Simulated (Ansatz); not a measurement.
`O[Si](O)(F)N[SiH2]F` + `BN` → `BN[SiH2]F` + `N[Si](O)(O)F`  (ligand exchange at the Si–N bond)

Isolated molecules relaxed with PBE0-D4/def2-TZVP in Ansatz; ΔE leaves out vibrations. CCSD(T)/CBS adds triple-zeta CCSD(T) − MP2 to the extrapolated MP2 energy (def2 sets, frozen cores). This one scheme is used for every species. DFT in def2-TZVPP. Each species was taken in one conformer, which may not be the lowest.

| level | ΔE (kcal/mol) |
| --- | --- |
| PBE0 | 4.8 |
| MP2/def2-QZVPP | 4.5 |

What does CCSD(T)/CBS give? (Estimate.)

Computed: +4.6 kcal/mol. The listed levels differ from it by 0.2, -0.1 kcal/mol.

Largest T1 diagnostic among the species: 0.012.

The D4 term adds +0.9 kcal/mol with B3LYP and +0.6 kcal/mol with PBE0; it sums over pairs of atoms, weighted by their polarisabilities, and B3LYP, whose exchange is more repulsive, gets the larger term. In def2-TZVPP, CCSD(T) changes the Hartree–Fock value by +1.0 kcal/mol (the triples alone add +0.2 kcal/mol) and MP2 by +0.8 kcal/mol.

B3LYP here is the variant with VWN-RPA as its local correlation; programs differ in this.
